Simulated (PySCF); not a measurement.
A side-by-side comparison of computed properties.

First species: C5H14SSi.
InChI=1S/C5H14SSi/c1-2-6-4-3-5-7/h2-5H2,1,7H3

Second species: C8H9F.
Z-matrix (Å and degrees, GFN2-xTB geometry), rows numbered from 1:
```
C 
C   1  1.3286
C   2  1.4554  1  126.19
C   3  1.3350  2  119.87  1   179.97
C   4  1.4931  3  125.05  2   179.92
C   5  1.4897  4  111.07  3     0.24
F   6  1.3590  5  113.80  4   179.82
C   6  1.3184  5  125.94  4    -0.17
C   8  1.4944  6  122.38  5     0.00
H   1  1.0765  2  121.18  3  -179.99
H   1  1.0762  2  122.92  3     0.00
H   2  1.0830  1  119.06  3   179.96
H   4  1.0821  3  119.74  2     0.06
H   5  1.0976  4  110.22  3   121.82
H   5  1.0976  4  110.12  3  -121.28
H   8  1.0798  6  120.36  5   179.95
H   9  1.0961  3  109.23  2    58.03
H   9  1.0961  3  109.24  2   -58.27
```

Levels: PBE0/pcSseg-1 for dipole moment, HOMO energy, LUMO energy and HOMO–LUMO gap; GFN2-xTB for rotational constant A and rotational constant C. Geometries: GFN2-xTB. Each structure is a single optimised conformer of the isolated species, non-relativistic unless stated. Electronic properties by PySCF.

The conformers computed, where there is a choice (atom-mapped SMILES and torsion angles):
- `[CH3:1][CH2:2][S:3][CH2:4][CH2:5][CH2:6][SiH3:7]`: C1–C2–S3–C4 65°, C2–S3–C4–C5 65°, S3–C4–C5–C6 61°, C4–C5–C6–Si7 -176°
- `[CH2:1]=[CH:2][C:3]1=[CH:4][CH2:5][C:6]([F:7])=[CH:8][CH2:9]1`: C1–C2–C3–C4 180°

```
             property   column X   column Y
        dipole moment     1.48 D     1.46 D
          HOMO energy   -6.33 eV   -6.70 eV
          LUMO energy    0.78 eV   -0.80 eV
        HOMO–LUMO gap    7.11 eV    5.90 eV
rotational constant A  3.167 GHz  4.505 GHz
rotational constant C  0.672 GHz  0.796 GHz
```

Problem. Which column belongs to which species?

Solution. Column X is the first species and column Y the second. The first has 21 atoms and 74 electrons, the second 18 and 66.

Problem. How does each property change from the first species to the second?

Solution. dipole moment -0.02 D; HOMO energy -0.37 eV; LUMO energy -1.58 eV; HOMO–LUMO gap -1.21 eV; rotational constant A +1.338 GHz; rotational constant C +0.124 GHz.

On the first: A dipole of 1.48 D is allowed in C1, and pure rotational transitions are dipole-allowed. In atomic units the dipole is 0.58 e·bohr (1 au = 2.5417 D).

On the second: The dipole equals about 4.9 × 10⁻³⁰ C·m (1 D = 3.33564 × 10⁻³⁰ C·m). A dipole of 1.46 D is allowed in Cs, and pure rotational transitions are dipole-allowed.
